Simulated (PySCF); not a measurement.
Molecule: CH$_{8}$P$_{3}$Si, net charge -1, singlet state. It need not be the lowest isomer of its formula. Whether it binds its extra electron was not tested at this geometry. SMILES: C[Si]([PH-])(P)P
Coordinates optimised at B3LYP-D3(BJ)/def2-TZVP (Ansatz):
```
Si
C 1 1.9061
H 2 1.0925 1 109.73
H 2 1.0930 3 107.77 1 118.87
H 2 1.0941 3 108.93 4 117.66
P 1 2.1612 2 119.16 3 59.89
H 6 1.4336 1 91.04 2 52.96
P 1 2.3018 2 103.50 3 -66.83
H 8 1.4191 1 95.02 2 -175.74
H 8 1.4230 9 93.24 1 96.92
P 1 2.3211 2 100.63 3 -172.85
H 11 1.4175 1 95.83 2 163.77
H 11 1.4274 12 93.64 1 100.14
```
Charge -1, spin multiplicity 1.

Dispersion corrections to the total energy (kcal/mol) from the dftd3 and dftd4 libraries through PySCF: D3(BJ) without and D4 with the three-body term, each with the damping fitted for the functional named.

| functional | D3(BJ) | D4 |
|---|---|---|
| TPSS | ? | -15.40 |
| PBE0 | -9.69 | -9.97 |
| B2GP-PLYP | -9.64 | -5.12 |
| BLYP | -23.11 | -24.06 |
| TPSSh | ? | -14.08 |
| r2SCAN | -3.18 | ? |
| CAM-B3LYP | -9.85 | -10.39 |

### Question
What belongs in the gaps?

### Answer

- TPSS, D3(BJ): -13.75
- TPSSh, D3(BJ): -13.01
- r2SCAN, D4: -2.92
